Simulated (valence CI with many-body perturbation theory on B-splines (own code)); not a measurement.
Values are calculated unless marked as measured or tabulated.
**Te38+: what the settings do**

Level of theory: configuration interaction combined with many-body perturbation theory (CI+MBPT): four valence electrons over a frozen Dirac-Fock core [Ne], radial functions for each j: 6 s, 6 p, 5 d, 3 f, 1 g, with the one-electron correlation potential Σ1, the two-electron term Σ2, the three-electron term Σ3, Breit, model QED; selected CI, second order for the rest, scaled by the run's own slope (own B-spline code, finite nucleus).

No measured spectrum was set against this ion. As an estimate, large intervals hold to a few tenths of a per cent, small ones and those within an open d or f shell to about a per cent.

The reference run has the lowest level (3s^2 3p1/2^2) J=0 and an ionisation energy of 2701.92 eV. Its largest variational space holds 9995 state functions.

Levels are named by their leading jj configuration (3d3/2^4 stands for four electrons in 3d with j = 3/2), which in mixed levels can hold well under half, so a name can repeat and another be missing. Letters in brackets count levels of one name in rising energy.

Changed runs:
A. scale of Σ1 1 → 0
B. highest l in the core sums 6 → 7
C. scale of Σ1 1 → 0.9; natural orbitals for correlation on → off
D. Davidson iteration limit 60 → 2 (bad on purpose)

Excitation energies of the reference run in cm⁻¹, and shifts in cm⁻¹:

```tsv
Level	Reference	A	B	C	D
(3s^2 3p1/2 3p3/2) J=1	492412	-590	-0.4	-545	+0.1
(3s^2 3p1/2 3p3/2) J=2	541535	-599	-0.4	-7.1	+0.1
(3s^2 3p3/2^2) J=2	1069410	-1182	-0.8	-355	+0.1
(3s^2 3p3/2^2) J=0	1177240	-1187	-0.6	+359	0
(3s 3p1/2^2 3p3/2) J=2	1266020	+1071	+3.4	-756	+0.1
(3s 3p1/2^2 3p3/2) J=1	1419250	+1050	+6.5	+182	+0.1
(3s^2 3p1/2 3d3/2) J=2	1619170	+925	+32	+162	+0.2
(3s 3p1/2 3p3/2^2) J=2 [a]	1690570	+492	+10	-1252	+0.1
(3s 3p1/2 3p3/2^2) J=3	1764260	+440	+16	-420	+0.1
(3s^2 3p1/2 3d3/2) J=1	1821000	+930	+27	+1394	+0.3
(3s^2 3p1/2 3d5/2) J=2	1891600	+458	+22	+553	+3.7
(3s^2 3p1/2 3d5/2) J=3	1898620	+432	+20	+612	+17
Ionisation energy (eV)	2701.92	-0.99	-0.0012	-0.36	0
```

Run D: The Davidson iterations stopped at their limit.
